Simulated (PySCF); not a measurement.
CH6BClSi. Atoms are numbered in the order given.

```xyz
10

B     -0.0129    -0.2237     0.3632
Cl     1.6347    -0.2763    -0.2878
C     -0.3494    -0.9844     1.6829
H     -1.0862    -1.7769     1.4471
H     -0.8731    -0.3152     2.3893
H      0.5143    -1.4449     2.1846
Si    -1.3627     0.8467    -0.7156
H     -2.7373     0.7957    -0.1288
H     -1.4327     0.3297    -2.1168
H     -0.9376     2.2794    -0.7774
```
Charge 0, spin multiplicity 1.

The structure is a stationary point at B3LYP-D3(BJ)/def2-SVP. This is a generated structure with no PubChem entry under its InChIKey; it may be hypothetical.

All values below come from PySCF 2.14.0 with TDA-PBE/def2-SVPD.

Vertical excitations. The molecule is in vacuum.

| state | energy (eV) | λ (nm) | f | main pairs |
|---|---|---|---|---|
| S1 | 4.13 | 300 | 0.004 | HOMO→LUMO 98 % |
| S2 | 5.50 | 225 | 0.007 | HOMO−1→LUMO 88 % |
| S3 | 5.75 | 216 | 0.003 | HOMO−3→LUMO 87 % |
| S4 | 5.88 | 211 | 0.079 | HOMO−2→LUMO 86 % |
| S5 | 6.32 | 196 | 0.029 | HOMO→LUMO+1 99 % |
| S6 | 6.57 | 189 | 0.076 | HOMO−4→LUMO 73 %, HOMO→LUMO+2 12 % |
| S7 | 6.90 | 180 | 0.002 | HOMO−5→LUMO 97 % |
| S8 | 7.09 | 175 | 0.094 | HOMO→LUMO+2 78 % |
| S9 | 7.28 | 170 | 0.002 | HOMO→LUMO+4 93 % |
| S10 | 7.46 | 166 | 0.027 | HOMO→LUMO+5 85 % |
| T1 | 3.50 | 354 | 0 | HOMO→LUMO 99 % |
| T2 | 5.18 | 240 | 0 | HOMO−1→LUMO 80 %, HOMO−3→LUMO 18 % |
| T3 | 5.21 | 238 | 0 | HOMO−2→LUMO 94 % |
| T4 | 5.39 | 230 | 0 | HOMO−3→LUMO 80 %, HOMO−1→LUMO 18 % |
Triplets are in the Tamm–Dancoff approximation.
